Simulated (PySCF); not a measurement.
## Partial charges of `CCC1=C(C)CC1`

C7H12.
Geometry (GFN2-xTB, Å), atoms numbered from 1 in this order:
```xyz
19
C7H12 angstrom
C     -2.377   -0.793   -0.146
C     -1.334   -0.299    0.858
C     -0.150    0.283    0.171
C      1.149   -0.017    0.080
C      2.042   -1.072    0.618
C      1.467    1.154   -0.819
C     -0.041    1.499   -0.720
H     -2.720    0.029   -0.771
H     -3.234   -1.216    0.371
H     -1.947   -1.558   -0.789
H     -1.013   -1.128    1.493
H     -1.790    0.463    1.499
H      2.841   -0.626    1.211
H      2.507   -1.626   -0.197
H      1.486   -1.767    1.243
H      2.134    1.900   -0.389
H      1.815    0.896   -1.818
H     -0.263    2.451   -0.239
H     -0.582    1.438   -1.663
```

Density: PBE0/pcSseg-1 (PySCF); schemes: Mulliken, IAO, Hirshfeld and ESP-fitted. The structure is a single GFN2-xTB conformer in the gas phase; no vibrational or solvent corrections.

**Question.** Tabulate the Mulliken, IAO, Hirshfeld and ESP-fitted charges.

**Answer.** In e:

```
atom                      environment  Mulliken     IAO  Hirshfeld  ESP-fitted
  C1                    methyl carbon    -0.279  -0.413     -0.117      -0.139
  C2                   allylic carbon    -0.137  -0.267     -0.069      +0.109
  C3  fully substituted alkene carbon    -0.263  -0.013     -0.003      -0.208
  C4  fully substituted alkene carbon    -0.348  -0.006     -0.002      +0.300
  C5                   allylic carbon    -0.121  -0.437     -0.120      -0.746
  C6                   allylic carbon    -0.131  -0.266     -0.079      -0.218
  C7                   allylic carbon    -0.131  -0.267     -0.078      -0.177
  H8                  methyl hydrogen    +0.113  +0.138     +0.039      +0.047
  H9                  methyl hydrogen    +0.112  +0.139     +0.040      +0.026
 H10                  methyl hydrogen    +0.113  +0.141     +0.037      +0.043
 H11               methylene hydrogen    +0.114  +0.137     +0.040      +0.004
 H12               methylene hydrogen    +0.123  +0.140     +0.040      +0.020
 H13                  methyl hydrogen    +0.122  +0.151     +0.045      +0.194
 H14                  methyl hydrogen    +0.122  +0.151     +0.045      +0.205
 H15                  methyl hydrogen    +0.114  +0.147     +0.044      +0.206
 H16               methylene hydrogen    +0.119  +0.132     +0.035      +0.079
 H17               methylene hydrogen    +0.118  +0.131     +0.034      +0.082
 H18               methylene hydrogen    +0.119  +0.131     +0.034      +0.087
 H19               methylene hydrogen    +0.121  +0.131     +0.034      +0.088
```

Mean size of the charges over all atoms: IAO 0.176 e, ESP-fitted 0.157 e, Mulliken 0.148 e, Hirshfeld 0.049 e. Each set sums to the total charge, 0, to within 0.001 e. The IAO scheme projects the occupied orbitals on a minimal set of polarised atomic orbitals and counts the electrons in each atom's part of it.

Lowest charge. The schemes don't all agree: Mulliken C4 (-0.348); IAO C5 (-0.437); Hirshfeld C5 (-0.120); ESP-fitted C5 (-0.746).

Highest charge. The schemes don't all agree: Mulliken H12 (+0.123); IAO H13 and H14 (+0.151); Hirshfeld H13 and H14 (+0.045); ESP-fitted C4 (+0.300).

**Question.** Sum the charges by element.

**Answer.** 
| element | atoms | Mulliken | IAO | Hirshfeld | ESP-fitted |
| --- | --- | --- | --- | --- | --- |
| C | 7 | -1.410 | -1.668 | -0.468 | -1.079 |
| H | 12 | +1.410 | +1.668 | +0.468 | +1.079 |

**Question.** How many electrons does the ESP-fitted scheme count on C3?

**Answer.** Z − q = 6 − (-0.208) = 6.208.

These values come from a run that also computed NMR shieldings. On Arm Neoverse V2, one thread, no GPU, shared host with 96 logical CPUs at a one-minute load of 46, this took 24 s of wall time and 0.76 GiB of memory at its peak.
